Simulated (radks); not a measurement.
Q: Zr2.5+, 37.5 electrons, occupied as [Kr] 4d0.5 5p1 (fractional occupations, a model configuration). All-electron calculation, Dirac Kohn-Sham, PBE, spin-unpolarised, spherical densities, point nucleus; open shells are shared between the two j in proportion to 2j + 1. Program: a radial shooting solver on a logarithmic mesh with Libxc functionals.

Spin-orbit splittings of the eigenvalues, e(l+1/2) - e(l-1/2), with zeta = 2 splitting/(2l+1) and mean radii in bohr:

| shell | occ. | splitting (eV) | zeta (eV) | <r> j=l-1/2 | <r> j=l+1/2 |
|---|---|---|---|---|---|
| 2p | 6 | 85.85 | 57.24 | 0.1387 | 0.1430 |
| 3p | 6 | 13.67 | 9.117 | 0.4548 | 0.4653 |
| 3d | 10 | 2.499 | 0.9997 | 0.4502 | 0.4538 |
| 4p | 6 | 1.864 | 1.242 | 1.316 | 1.344 |
| 4d | 0.5 | 0.1921 | 0.07685 | 1.818 | 1.830 |
| 5p | 1 | ? | ? | 3.415 | 3.468 |

Estimate the 5p splitting.

A: 0.2907 eV (zeta = 0.1938 eV).
